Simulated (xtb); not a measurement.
Sn(Cl)(NMe2) (C2H6ClNSn), SMILES C[N](C)[Sn][Cl] (connectivity only; charge and spin as stated), neutral, multiplicity 1. All values are semi-empirical tight-binding results from xtb (GFN2-xTB unless named), good for trends rather than for accurate numbers. Geometry optimised at GFN2-xTB. One conformer was computed; it need not be the lowest.

For metal compounds this method's bond lengths and energies can be far off.

| Quantity | Value |
|---|---|
| point group as xtb finds it | Cs |
| orbital gap | 2.68 eV |
| zero-point energy | 50.3 kcal/mol |
| G − E(el) at 298.15 K (modified RRHO) | 29.1 kcal/mol |
